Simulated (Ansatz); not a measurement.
`SB[SiH2][SeH]` + `[AlH2][SH]` → `[AlH2][S]BS` + `[SiH3][SeH]`  (cleavage of the B–Si bond)

Calculated with Ansatz (gas phase, PBE0-D4/def2-TZVP geometries, no zero-point term in ΔE). CCSD(T)/CBS is the MP2 limit (def2-TZVPP, def2-QZVPP) plus CCSD(T) − MP2 in def2-TZVPP, frozen cores. This one scheme is used for every species. DFT in def2-TZVPP. For Se outer-core shells are correlated without core-valence functions, which leaves a few kJ/mol of doubt a bond. Scalar relativity is left out up to krypton. Each species was taken in one conformer, which may not be the lowest.

(1) Is it downhill or uphill in electronic energy at CCSD(T)/CBS, and by how much? (Estimate.)

(2) What do these levels give: r2SCAN0-D4, BLYP, PBE0, MP2/def2-SVP, MP2/def2-TZVPP, HF/def2-QZVPP? (An estimate is asked.)

Largest T1 diagnostic among the species: 0.014.

Answers

(1) The calculation gave: Downhill: ΔE = -15.3 kcal/mol.

(2) Computed: r2SCAN0-D4 -15.8, BLYP -15.0, PBE0 -15.1, MP2/def2-SVP -17.7, MP2/def2-TZVPP -17.2, HF/def2-QZVPP -16.2 kcal/mol.

From BLYP to BHLYP (50 % exact exchange), in def2-TZVPP and without D4, ΔE moves by −0.9 kcal/mol. Leaving LDA and LC-ωPBE aside and taking each functional with its dispersion term where it has one, the values, not all of them listed here, spread over 1.5 kcal/mol, from PBE-QIDH to PBE-D4. LDA lies −0.7 kcal/mol from PBE without D4.
